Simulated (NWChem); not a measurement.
Molecule: CH6AlN; SMILES [AlH2][NH]C

```xyz
9

Al     0.0814    -1.2385     0.0005
H     -1.0178    -2.3839     0.0029
H      1.6511    -1.4790    -0.0008
N     -0.5021     0.4407    -0.0005
C      0.2481     1.6745    -0.0005
H     -1.5049     0.6068    -0.0018
H      0.0418     2.3007     0.8876
H      0.0465     2.2981    -0.8914
H      1.3289     1.4622     0.0027
```
Atoms are numbered in this order, from 1.

All runs: NWChem. Pople sets run with spherical d functions. Coordinates come from a PBE0/def2-SVP optimisation. Core excitations by TDA in a window of 1s orbitals, non-relativistic and unshifted: absolute energies depend strongly on the exact-exchange share.

For level C K edge, BHandHLYP/def2-TZVP:

```yaml
first 1s excitation (eV): 286.2
dipole_oscillator_strength_of_the_first: 0.0021
first state with f > 0.002 (eV): 286.2
dipole_oscillator_strength_of_that_state: 0.0021
```

Question: How do the values read with level N K edge, PBE0/6-311G** instead?

Answer: 
| Property | Value |
|---|---|
| first 1s excitation (eV) | 388.1 |
| dipole oscillator strength of the first | 0.0145 |
| first state with f > 0.002 (eV) | 388.1 |
| dipole oscillator strength of that state | 0.0145 |
